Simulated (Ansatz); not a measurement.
Ansatz (a first-principles code) input (RI-MP2/aug-cc-pVTZ):
A basis named .json is the Basis Set Exchange file of that set.

Ansatz 0.2 input:
```yaml
crystal:
  periodic: [false, false, false]
  atoms:
    - {symbol: C, position_ang: [2.79441687, 0.82361117, 0.11889464]}
    - {symbol: C, position_ang: [1.64247629, 0.35923602, 0.58647393]}
    - {symbol: Se, position_ang: [0.31743099, -0.50261675, -0.47748304]}
    - {symbol: C, position_ang: [-1.26877630, 0.03693766, 0.59846090]}
    - {symbol: C, position_ang: [-2.46492435, -0.75587317, 0.09199237]}
    - {symbol: C, position_ang: [-1.49420227, 1.53894535, 0.54263206]}
    - {symbol: H, position_ang: [3.53938225, 1.23048127, 0.79171602]}
    - {symbol: H, position_ang: [3.03931810, 0.80584690, -0.93571699]}
    - {symbol: H, position_ang: [1.41265377, 0.39297859, 1.64615366]}
    - {symbol: H, position_ang: [-1.03090011, -0.27047452, 1.61820852]}
    - {symbol: H, position_ang: [-3.35207701, -0.50425646, 0.67832325]}
    - {symbol: H, position_ang: [-2.29872754, -1.83060396, 0.16951844]}
    - {symbol: H, position_ang: [-2.68028976, -0.51658364, -0.95177177]}
    - {symbol: H, position_ang: [-0.62124737, 2.09160744, 0.88954375]}
    - {symbol: H, position_ang: [-2.34378688, 1.81374564, 1.17570033]}
    - {symbol: H, position_ang: [-1.71092064, 1.85908592, -0.47797524]}
basis:
  gaussian:
    orbitals: aug-cc-pVTZ
    fitting: {mean_field: def2-universal-jkfit, correlation: aug-cc-pVTZ-RIFIT.json}
magnetization: {spin_polarized: false}
correlation: {method: mp2, electrons: outside_noble_gas}
```

End of the output:

```
integrals: 1.43 GiB planned
821 factors; integrals over basis functions are off by at most 9.4e-1 eV
1.49 GiB of device memory are held for the factors and their scratch space
mean field: 2.95 GiB planned
mean field evaluation 1: about -70610.4284 eV, gradient 4.4e1 eV
mean field evaluation 2: about -70614.9595 eV, gradient 2.0e1 eV
mean field evaluation 4: about -70616.0044 eV, gradient 1.5e0 eV
mean field evaluation 8: about -70616.0124 eV, gradient 2.9e-6 eV
mean field -70616.01238600 eV, -2595.0905899332 hartree, gradient 2.9e-6 eV, S^2 0.000000; 0 other end points of the search recorded, 0 dependent functions left out
19 core orbitals not correlated
1181 factors; their error is unknown
reference -70616.01238600 eV, -2595.0905899332 hartree; 18, 18 occupied and 482, 482 virtual orbitals, 1181 factors
second order -28.09691450 eV of doubles, -0.00000000 eV of singles
Total energy: -70644.10930050 eV, -2596.1231324962 hartree
```
